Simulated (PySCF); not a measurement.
Molecule: 3-fluorophenol (SMILES Oc1cccc(F)c1).

Bonds (- single, = double, # triple, : aromatic): O1-C2, C2:C3, C3:C4, C4:C5, C5:C6, C6-F7, C6:C8, C8:C2. O1 carries H9; C3 carries H10; C4 carries H11; C5 carries H12; C8 carries H13.

Frames of a GFN2-xTB Langevin trajectory at 200 K; GIAO PBE0/pcSseg-1 shieldings in PySCF 2.14, gas phase, non-relativistic; equivalent atoms averaged within each frame.

Referencing at the same level of theory: $^{17}$O (336.08 ppm) against H2O; $^{13}$C (186.93 ppm), $^{1}$H (31.72 ppm) against TMS; $^{19}$F (170.95 ppm) vs CFCl3. The references are static minima.

How do the shifts (ppm) fluctuate along the trajectory?

## Answers


```tsv
time (fs)	O1	C6	C2	C4	C3	C8	C5	F7	H11	H12
optimised geometry	129.1	173.6	164.9	136.7	115.3	105.8	112.1	-114.4	7.54	6.84
250	125.4	173.8	169.7	134.6	123.3	111.1	110.8	-109.9	7.59	7.18
425	123.2	175.3	166.2	140.4	121.3	103.5	110.9	-116.1	7.94	6.54
625	111.0	171.4	166.3	140.4	117.6	108.1	117.0	-109.1	7.47	7.39
800	132.2	177.4	165.4	135.0	118.6	111.4	112.8	-116.1	7.65	6.35
1000	125.2	179.0	163.6	139.5	115.8	108.7	115.2	-99.1	7.11	7.82
mean of frames	123.4	175.4	166.2	138.0	119.3	108.6	113.3	-110.1	7.55	7.06
standard deviation	7.7	3.0	2.2	2.9	3.0	3.2	2.7	7.0	0.30	0.61
```

5 frames give an uncertainty of the mean of about the standard deviation over 2.2 at best, since frames this close in time may not be independent; classical motion lacks zero-point vibration, and the reference would need the same averaging.
